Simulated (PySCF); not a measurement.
**Dipole response of Al⁻ (aluminium, charge -1)**

[Ne] 3s2 3p2, high-spin 3P determinant. Calculation: PySCF 2.14, in aug-cc-pVDZ-DK; the spin-free X2C one-electron Hamiltonian (Gaussian nucleus). Coupled (time-dependent) response in atomic units; α is the mean over directions. A double-zeta set is small for polarisabilities.

| method | mean α (bohr³) | α xx, yy, zz | C₆ (like pair) | S(−4) |
| --- | --- | --- | --- | --- |
| UHF | 230.1 | 107.9, 291.1, 291.1 | 3808 | 44950 |

S(−4) is the Cauchy moment in α(ω) = α(0) + S(−4) ω² + …

α(iu) at UHF:

```tsv
u (hartree)	α(iu) (bohr³)
0	230.1
0.0500	165.5
0.100	108.8
0.200	56.53
0.300	33.08
0.500	14.52
0.750	6.979
1.00	4.057
1.50	1.860
2.00	1.066
3.00	0.4866
5.00	0.1807
```

A single London oscillator, α(iu) = α/(1 + u²/ω²), gives C₆ = (3/4) ω α². Matching the computed C₆ needs ω = 4 × 3808 / (3 × 230.1²) = 0.0959 hartree.

For an ion, C₆ is the dispersion term alone; charge-induced terms of lower order in 1/R come first.

The components differ because the open shell of this determinant is not spherical; for a pure term their mean is the scalar polarisability.
